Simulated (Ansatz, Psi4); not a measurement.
## C2H5I (SMILES CCI): from total energies to a heat of formation

The species is C2H5I (8 atoms), meant as a singlet with charge 0. As SMILES, `CCI`. The shape is that of a PBE0-D4/def2-TZVP optimisation.

Total energies at MP3/def2-SVP (core potential), 6 core orbitals frozen (Psi4 1.11); the atoms run unrestricted:

```tsv
species	state	energy (Eh)
C2H5I	singlet	-375.686127
C	triplet	-37.708735
I	doublet	-296.756827
H	doublet	-0.499278
```

Harmonic wavenumbers at PBE0-D4/def2-TZVP, in cm⁻¹: 258, 258, 525, 748, 978, 997, 1082, 1238, 1258, 1405, 1474, 1476, 1489, 3044, 3110, 3124, 3141, 3183.

Measured heats of formation of the gaseous atoms at 298.15 K, in kJ/mol: C 716.9, I 106.8, H 218.0. Spin-orbit lowering of the atoms at 298 K (mean of the ground term's levels less their thermal mean, from spectra), in kJ/mol: C 0.02, I 30.32. Take 1 Eh = 2625.50 kJ/mol, 1 cm⁻¹ = 0.0119627 kJ/mol, RT = 2.479 kJ/mol.

Task: Work out the heat of formation of the gas at 298 K.

Result: 
1. Electronic atomisation energy: 2 × (-37.708735) + (-296.756827) + 5 × (-0.499278) − (-375.686127) = 1.015440 Eh = 2666.0 kJ/mol.
2. Zero-point energy: half the sum of the wavenumbers, 14394 cm⁻¹ = 172.2 kJ/mol.
3. Thermal vibrational enthalpy, Σ hcν̃/(exp(hcν̃/kT) − 1): 3.7 kJ/mol. Translation, rotation and pV of a non-linear molecule: 4 RT = 9.9 kJ/mol.
4. The 8 free atoms carry 5/2 RT each: 49.6 kJ/mol.
5. Spin-orbit coupling lowers the free atoms by 2 × 0.02 + 30.32 = 30.4 kJ/mol.
6. Atomisation enthalpy at 298 K: 2666.0 − 30.4 − 172.2 − 3.7 − 9.9 + 49.6 = 2499.4 kJ/mol.
7. Sum of the atoms' heats of formation: 2630.6 kJ/mol. Heat of formation: 2630.6 − 2499.4 = +131.2 kJ/mol.

The tabulated value is -7.1 kJ/mol (Active Thermochemical Tables), so this level is off by +138.3 kJ/mol, or 5.2 % of the atomisation enthalpy. Perturbation theory converges slowly with the basis for atomisation. A double-zeta basis underbinds. Anharmonicity and any spin-orbit splitting of the molecule are left out, and so is core correlation.
